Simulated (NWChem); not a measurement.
Everything below was run with NWChem. System: C3H5F, charge 0, spin multiplicity 1, displaced from the optimised geometry. The structure started from a generated list of species.

The NWChem input:

```
start mol
memory heap 200 mb stack 800 mb global 1000 mb
geometry units angstroms nocenter noautoz
  F     -1.133849     0.983370     0.000000
  C     -0.486191    -0.257485     0.000000
  C      0.824019    -0.384646     0.776974
  C      0.824019    -0.384646    -0.776974
  H     -1.222997    -1.109974     0.000000
  H      1.036644    -1.338030     1.331923
  H      1.191633     0.548183     1.283151
  H      1.191633     0.548183    -1.283151
  H      1.036644    -1.338030    -1.331923
  symmetry group Cs
end
basis spherical
  * library def2-svp
end
dft
  xc b3lyp
  semidirect memsize 60000000 filesize 0
  iterations 100
  convergence nodiis damp 40
end
task dft gradient
```

The output up to the point where the run's verdict is printed (cleaned and shortened):

```
             Northwest Computational Chemistry Package (NWChem) 7.3.0
             --------------------------------------------------------

                                NWChem Input Module
                                -------------------

 Scaling coordinates for geometry "geometry" by  1.889725989
 (inverse scale =  0.529177249)

 Turning off AUTOSYM since
 SYMMETRY directive was detected!

                             Geometry "geometry" -> ""
                             -------------------------

 Output coordinates in angstroms (scale by  1.889725989 to convert to a.u.)

  No.       Tag          Charge          X              Y              Z
 ---- ---------------- ---------- -------------- -------------- --------------
    1 F                    9.0000    -1.13384900     0.98337000     0.00000000
    2 C                    6.0000    -0.48619100    -0.25748500     0.00000000
    3 C                    6.0000     0.82401900    -0.38464600     0.77697400
    4 C                    6.0000     0.82401900    -0.38464600    -0.77697400
    5 H                    1.0000    -1.22299700    -1.10997400     0.00000000
    6 H                    1.0000     1.03664400    -1.33803000     1.33192300
    7 H                    1.0000     1.19163300     0.54818300     1.28315100
    8 H                    1.0000     1.19163300     0.54818300    -1.28315100
    9 H                    1.0000     1.03664400    -1.33803000    -1.33192300

 Effective nuclear repulsion energy (a.u.)     118.9144930300

            Nuclear Dipole moment (a.u.)
            ----------------------------
        X                 Y               Z
 ---------------- ---------------- ----------------
    -0.0000037795     0.0000000000     0.0000000000

      Symmetry information
      --------------------

 Group name             Cs
 Group number              2
 Group order               2
 No. of unique centers     6

      Symmetry unique atoms

     1    2    3    5    6    7


 Summary of "ao basis" -> "" (spherical)
 ------------------------------------------------------------------------------
[...]
 Grid integrated density:      32.000037484445
 Requested integration accuracy:   0.10E-05
 d= 0,ls=0.5         70   -160.4384345452 -4.07D+01  3.44D-01              18.2
 d= 0,ls=0.5         71   -119.7450730051  4.07D+01  3.44D-01              18.5
 Grid integrated density:      32.000037484445
 Requested integration accuracy:   0.10E-05
 d= 0,ls=0.5         72   -160.4384345452 -4.07D+01  3.44D-01              18.7
 d= 0,ls=0.5         73   -119.7450730051  4.07D+01  3.44D-01              19.0
 Grid integrated density:      32.000037484445
 Requested integration accuracy:   0.10E-05
 d= 0,ls=0.5         74   -160.4384345452 -4.07D+01  3.44D-01              19.3
 d= 0,ls=0.5         75   -119.7450730052  4.07D+01  3.44D-01              19.6
 Grid integrated density:      32.000037484445
 Requested integration accuracy:   0.10E-05
 d= 0,ls=0.5         76   -160.4384345452 -4.07D+01  3.44D-01              19.8
 d= 0,ls=0.5         77   -119.7450730051  4.07D+01  3.44D-01              20.1
 Grid integrated density:      32.000037484445
 Requested integration accuracy:   0.10E-05
 d= 0,ls=0.5         78   -160.4384345452 -4.07D+01  3.44D-01              20.4
 d= 0,ls=0.5         79   -119.7450730052  4.07D+01  3.44D-01              20.6
 Grid integrated density:      32.000037484445
 Requested integration accuracy:   0.10E-05
 d= 0,ls=0.5         80   -160.4384345452 -4.07D+01  3.44D-01              20.8
 d= 0,ls=0.5         81   -119.7450730051  4.07D+01  3.44D-01              21.1
 Grid integrated density:      32.000037484445
 Requested integration accuracy:   0.10E-05
 d= 0,ls=0.5         82   -160.4384345452 -4.07D+01  3.44D-01              21.3
 d= 0,ls=0.5         83   -119.7450730052  4.07D+01  3.44D-01              21.6
 Grid integrated density:      32.000037484445
 Requested integration accuracy:   0.10E-05
 d= 0,ls=0.5         84   -160.4384345452 -4.07D+01  3.44D-01              21.8
 d= 0,ls=0.5         85   -119.7450730051  4.07D+01  3.44D-01              22.1
 Grid integrated density:      32.000037484445
 Requested integration accuracy:   0.10E-05
 d= 0,ls=0.5         86   -160.4384345452 -4.07D+01  3.44D-01              22.4
 d= 0,ls=0.5         87   -119.7450730052  4.07D+01  3.44D-01              22.6
 Grid integrated density:      32.000037484445
 Requested integration accuracy:   0.10E-05
 d= 0,ls=0.5         88   -160.4384345452 -4.07D+01  3.44D-01              22.9
 d= 0,ls=0.5         89   -119.7450730051  4.07D+01  3.44D-01              23.2
 Grid integrated density:      32.000037484445
 Requested integration accuracy:   0.10E-05
 d= 0,ls=0.5         90   -160.4384345452 -4.07D+01  3.44D-01              23.4
 d= 0,ls=0.5         91   -119.7450730052  4.07D+01  3.44D-01              23.7
 Grid integrated density:      32.000037484445
 Requested integration accuracy:   0.10E-05
 d= 0,ls=0.5         92   -160.4384345452 -4.07D+01  3.44D-01              23.9
 d= 0,ls=0.5         93   -119.7450730052  4.07D+01  3.44D-01              24.2
 Grid integrated density:      32.000037484445
 Requested integration accuracy:   0.10E-05
 d= 0,ls=0.5         94   -160.4384345452 -4.07D+01  3.44D-01              24.4
 d= 0,ls=0.5         95   -119.7450730052  4.07D+01  3.44D-01              24.6
 Grid integrated density:      32.000037484445
 Requested integration accuracy:   0.10E-05
 d= 0,ls=0.5         96   -160.4384345452 -4.07D+01  3.44D-01              24.9
 d= 0,ls=0.5         97   -119.7450730051  4.07D+01  3.44D-01              25.1
 Grid integrated density:      32.000037484445
 Requested integration accuracy:   0.10E-05
 d= 0,ls=0.5         98   -160.4384345452 -4.07D+01  3.44D-01              25.3
 d= 0,ls=0.5         99   -119.7450730052  4.07D+01  3.44D-01              25.5
 Grid integrated density:      32.000037484445
 Requested integration accuracy:   0.10E-05
 d= 0,ls=0.5        100   -160.4384345452 -4.07D+01  3.44D-01              25.7
```

The run did not converge; its last values are not results. The next line reads: Calculation failed to converge. NWChem stopped with the message: dft gradient failed.
